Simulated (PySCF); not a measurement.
A structure optimised at PBE0-D3(BJ)/def2-SVP, used in a PySCF frequency run:

```
C
C 1 1.4032
H 2 1.0924 1 119.66
C 2 1.3928 3 118.82 1 179.87
C 4 1.3802 2 116.60 3 -179.77
C 5 1.3820 4 125.20 2 0.08
H 4 1.0914 5 121.59 6 -179.74
C 6 1.3925 5 116.61 4 -0.09
H 8 1.0922 6 118.84 5 179.77
H 6 1.0928 5 122.49 4 179.72
O 5 1.4727 4 116.10 7 -0.03
H 11 0.9772 5 114.96 4 115.02
H 11 0.9773 12 110.83 5 -132.51
C 1 1.4963 2 120.66 3 -1.47
H 14 1.0981 1 111.68 2 154.82
H 14 1.0985 15 108.62 1 123.39
H 14 1.1026 15 107.46 16 115.80
```
Charge +1, spin multiplicity 1.

### Question
Write its SMILES and formula.

### Answer
Cc1ccc([OH2+])cc1, C₇H₉O

### Question
What are its rotational constants (standard atomic weights)?

### Answer
5.3383, 1.4084, 1.1288 GHz
